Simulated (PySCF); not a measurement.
Bonding in `O=CC1=C(F)OCC1`

C5H5FO2.
Numbering: `[O:1]=[CH:2][C:3]1=[C:4]([F:5])[O:6][CH2:7][CH2:8]1` (hydrogens: H9 on C2; H10, H11 on C7; H12, H13 on C8)

Cartesian coordinates in Å at the GFN2-xTB level; atoms count from 1:
```xyz
13
C5H5FO2 angstrom
O      2.3180   -1.6976    0.0134
C      2.0122   -0.5474   -0.1910
C      0.6717   -0.0211   -0.1006
C      0.2689    1.2468   -0.3007
F      1.0056    2.2904   -0.6259
O     -1.0288    1.4995   -0.1550
C     -1.6658    0.2599    0.1961
C     -0.5644   -0.8176    0.2515
H      2.7659    0.2132   -0.4708
H     -2.4219    0.0548   -0.5653
H     -2.1631    0.4093    1.1573
H     -0.7312   -1.6211   -0.4664
H     -0.4714   -1.2686    1.2397
```

Bond orders from the PBE0/pcSseg-1 density (PySCF). One conformer (not necessarily the lowest) at the GFN2-xTB geometry, without solvent, vibrations or thermal averaging.

How far do the computed orders between heavy atoms stray from the drawn ones?

The largest departure is 0.428, at C3–C4 (drawn double, 1.572). Drawn single, order below 0.88: O6–C7 (0.842). Drawn double or triple, more than 0.30 short of the drawn order: C3–C4 (1.572).

Give the Mayer order of every bond, beside its length.

| bond | drawn as | length (Å) | Mayer order |
| --- | --- | --- | --- |
| O1–C2 | double | 1.208 | 1.970 |
| C2–C3 | single | 1.443 | 1.081 |
| C3–C4 | double | 1.345 | 1.572 |
| C4–F5 | single | 1.318 | 1.047 |
| C4–O6 | single | 1.330 | 1.120 |
| O6–C7 | single | 1.437 | 0.842 |
| C7–C8 | single | 1.542 | 1.036 |
| C8–C3 | single | 1.512 | 1.007 |
| C2–H9 | single | 1.107 | 0.953 |
| C7–H10 | single | 1.092 | 0.952 |
| C7–H11 | single | 1.093 | 0.952 |
| C8–H12 | single | 1.090 | 0.937 |
| C8–H13 | single | 1.090 | 0.937 |

Bonds between the same two heavy elements. C–O: lowest O6–C7 (0.842, 1.437 Å), highest O1–C2 (1.970, 1.208 Å). C–C: lowest C8–C3 (1.007, 1.512 Å), highest C3–C4 (1.572, 1.345 Å); in 1 of the 6 pairs the longer bond (by over 0.003 Å) has the higher order (by 0.02 or more).

Sum the orders of all bonds at each heavy atom with more than one neighbour and set the sums beside the valence in the SMILES.

C2 4.004 (drawn 4), C3 3.660 (drawn 4), C4 3.739 (drawn 4), O6 1.962 (drawn 2), C7 3.782 (drawn 4), C8 3.917 (drawn 4). Orders between atoms that aren't bonded are not in these sums.

The Mayer order sums products of elements of PS (density times overlap matrix) between the two atoms' basis functions, so it depends on the basis set.

These values come from a run that also computed NMR shieldings. The run took 18 s of wall time on one thread of an x86-64 server, shared host.
